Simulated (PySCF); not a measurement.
Choosing a molecule for a target property.

Each SMILES stands for a single optimised conformer of the isolated species, non-relativistic unless stated; the electronic structure was computed with PySCF and density fitting.

Dipoles, sizes and rotational constants follow the conformer. The torsions of the flexible species, by atom-mapped SMILES:
- `[CH3:1][B:2]([PH2:3])[PH2:4]`: H–P3–B2–C1 -145°, H–P3–B2–C1 -44°, H–P4–B2–C1 -51°, H–P4–B2–C1 -151°
- `[CH3:1][O:2][B:3]([O:4][CH3:5])[B:6]([Cl:7])[Cl:8]`: C1–O2–B3–O4 -179°, O2–B3–O4–C5 -1°, O2–B3–B6–Cl7 69°
- `[CH3:1][c:2]1[n:3][cH:4][cH:5][n:6][c:7]1[O:8][GeH3:9]`: N6–C7–O8–Ge9 0°
- `[CH2:1]=[CH:2][c:3]1[cH:4][cH:5][cH:6][c:7]([SeH:8])[cH:9]1`: C1–C2–C3–C4 4°, H–Se8–C7–C6 -179°

The conformers of `Br[C@]12C[C@]3(Br)C[C@](Br)(C1)C[C@](Br)(C2)C3` aren't listed.

**Question.** Wanted: HOMO–LUMO gap above 9.5 eV (CAM-B3LYP/def2-SVPD) and lowest triplet excitation (Tamm–Dancoff) above 4.2 eV (TDA CAM-B3LYP/def2-SVPD), at PBE0-D3(BJ)/def2-SVP geometries. Which candidate meets both?
A. `Br[C@]12C[C@]3(Br)C[C@](Br)(C1)C[C@](Br)(C2)C3`
B. `COB(OC)B(Cl)Cl`
C. `CB(P)P`
D. `C1=NC1`

**Answer.** D. Computed values:
```
                                       species  HOMO–LUMO gap  lowest triplet excitation (Tamm–Dancoff)
                                        CB(P)P        8.22 eV                                   3.96 eV
Br[C@]12C[C@]3(Br)C[C@](Br)(C1)C[C@](Br)(C2)C3        8.79 eV                                   5.19 eV
                                COB(OC)B(Cl)Cl        8.98 eV                                   4.35 eV
                                        C1=NC1       10.03 eV                                   4.54 eV
```

**Question.** Wanted: static isotropic polarisability above 120 au (CAM-B3LYP/def2-SVPD) and smallest rotational constant below 0.6 GHz (PBE0-D3(BJ)/def2-SVP), at PBE0-D3(BJ)/def2-SVP geometries. Which candidate meets both?
A. `COB(OC)B(Cl)Cl`
B. `Cc1nccnc1[O][GeH3]`
C. `C=Cc1cccc([SeH])c1`
D. `C1=NC1`
E. `CB(P)P`

**Answer.** C. Computed values:
```
           species  static isotropic polarisability  smallest rotational constant
            C1=NC1                          28.3 au                    15.357 GHz
            CB(P)P                          84.1 au                     1.848 GHz
    COB(OC)B(Cl)Cl                          87.0 au                     0.744 GHz
Cc1nccnc1[O][GeH3]                         106.5 au                     0.546 GHz
C=Cc1cccc([SeH])c1                         128.4 au                     0.451 GHz
```

**Question.** Wanted: electronic spatial extent ⟨r²⟩ about the centre of nuclear charge above 2000 bohr² (CAM-B3LYP/def2-SVPD) and HOMO energy above -8.3 eV (CAM-B3LYP/def2-SVPD), at PBE0-D3(BJ)/def2-SVP geometries. Which candidate meets both?
A. `C=Cc1cccc([SeH])c1`
B. `CB(P)P`
C. `C1=NC1`
D. `COB(OC)B(Cl)Cl`
E. `Cc1nccnc1[O][GeH3]`

**Answer.** A. Computed values:
```csv
species,electronic spatial extent ⟨r²⟩ about the centre of nuclear charge,HOMO energy
C1=NC1,119 bohr²,-9.46 eV
CB(P)P,659 bohr²,-8.50 eV
COB(OC)B(Cl)Cl,1645 bohr²,-9.58 eV
Cc1nccnc1[O][GeH3],1885 bohr²,-8.11 eV
C=Cc1cccc([SeH])c1,2214 bohr²,-7.41 eV
```
